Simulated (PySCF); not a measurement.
Calculation: PySCF 2.14.0 with PBE-D3(BJ)/def2-TZVP // B3LYP-D3(BJ)/def2-TZVP. All species are isolated molecules in the gas phase. 

Reference species (SMILES): `Br[SiH2]Br` (neutral, multiplicity 1).

| Quantity | Value |
|---|---|
| HOMO–LUMO gap | 5.74 eV |
| S1 oscillator strength | 0.011 |

Changed species: `Br[Si](Br)(Br)Br` (whole molecule; the reference has whole molecule).

Q: Give the shifts of the HOMO–LUMO gap and S1 oscillator strength.

A: the HOMO–LUMO gap drops by 1.01 eV, to 4.73 eV; the S1 oscillator strength decreases by 0.011, to 0.000.
